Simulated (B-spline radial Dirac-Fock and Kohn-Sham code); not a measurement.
**Kohn-Sham estimates against Dirac-Fock for the levels of Pt⁴⁺**

System: Pt⁴⁺ in the configuration [Xe] 4f14 5d6.

The density-functional columns are spherical, spin-unpolarised Dirac-Kohn-Sham results without Breit or QED terms: −ε is minus the orbital energy of the initial state and ΔSCF the difference of two total energies. The reference in the last column comes from Dirac-Fock (average of configuration) total-energy differences with a finite nucleus, the Breit interaction including its frequency dependence, and self-energy and vacuum-polarisation corrections. All numbers are from a radial atomic solver, in eV; a selection of levels is shown. The Kohn-Sham columns are given as differences from the reference. For the 1s level of heavy atoms much of the gap between ΔSCF and the reference is the Breit and QED part, -416.8 eV here; for other levels the error of the functional can be larger.

```csv
level,PBE −ε − DF,PBE ΔSCF − DF,LDA −ε − DF,LDA ΔSCF − DF,Dirac-Fock
K,-130.1,+470.8,-193.3,+405.6,78454.0
L1,-159.0,-47.4,-168.3,-56.4,13951.3
L2,-112.1,+32.1,-116.4,+27.9,13337.1
L3,-131.6,-9.9,-134.0,-12.2,11627.8
M1,-89.1,-55.3,-91.6,-57.7,3367.9
M2,-71.8,-35.5,-72.7,-36.3,3095.1
M3,-71.8,-39.1,-72.2,-39.4,2715.1
M4,-50.2,-10.9,-49.9,-10.6,2266.6
M5,-51.7,-13.8,-51.4,-13.4,2186.2
N1,-49.9,-33.4,-51.1,-34.6,794.8
N2,-42.4,-26.0,-42.9,-26.5,678.7
N3,-42.1,-26.4,-42.7,-27.0,587.9
N4,-30.0,-14.6,-30.0,-14.5,397.6
N5,-30.0,-14.8,-30.0,-14.8,380.7
N6,-12.7,+1.8,-12.3,+2.3,135.9
N7,-12.9,+1.5,-12.4,+2.0,132.6
O1,-15.9,-6.2,-15.5,-5.8,168.1
O2,-11.2,-1.9,-10.7,-1.5,128.3
O3,-11.1,-2.4,-10.9,-2.1,112.9
"O4,5",-6.0,+1.4,-5.6,+1.7,58.64
```

Values without a named source are computed, but for edge energies of neutral atoms, which are taken from tables.
